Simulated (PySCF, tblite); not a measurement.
Isomers of C4H5N3OSi, one GFN2-xTB conformer each. Single-point energies are computed at PBE0/pcSseg-1 (PySCF, gas phase, no added dispersion term), electronic only.

Question: Rank them by PBE0/pcSseg-1 energy, lowest first (kJ/mol).
A. `c1nnc2c(n1)C[SiH2]O2`
B. `[N:1]#[C:2][C:3]1=[N:4][Si@@H:5]([NH:6][CH:7]=[O:8])[CH2:9]1` with N4–Si5–N6–C7 170°, Si5–N6–C7–O8 -3°

Answer: B (0.0), A (6.1).

As drawn, the lower has a four-membered ring, a C=O bond and a C≡N group, which the higher lacks; the higher has an aromatic ring, an N–N linkage and an Si–O bond, which the lower lacks. Neighbours under 10 kJ/mol apart (N#CC1=N[Si@@H](NC=O)C1 and c1nnc2c(n1)C[SiH2]O2) can change places with a better method, another conformer or zero-point energy. GFN2-xTB itself gives, in the same order: 224.2, 0.0. GFN2-xTB puts c1nnc2c(n1)C[SiH2]O2 lowest instead.

Which frontier levels, dipoles and rotational constants go with these structures?

```csv
SMILES,"HOMO (eV, PBE0/pcSseg-1)",LUMO (eV),dipole (D),"A, B, C (MHz)"
N#CC1=N[Si@@H](NC=O)C1,-7.74,-2.19,4.33,"5041, 699.3, 668.9"
c1nnc2c(n1)C[SiH2]O2,-6.79,-1.94,5.11,"3627, 1208, 921.7"
```

What happens when harmonic zero-point energies from GFN2-xTB frequencies are added?

```tsv
SMILES	ZPE (kJ/mol)	electronic (kJ/mol)	with ZPE (kJ/mol)
N#CC1=N[Si@@H](NC=O)C1	233.7	0.0	0.0
c1nnc2c(n1)C[SiH2]O2	235.7	6.1	8.0
```

The zero-point energies span 2.0 kJ/mol. The order is unchanged.
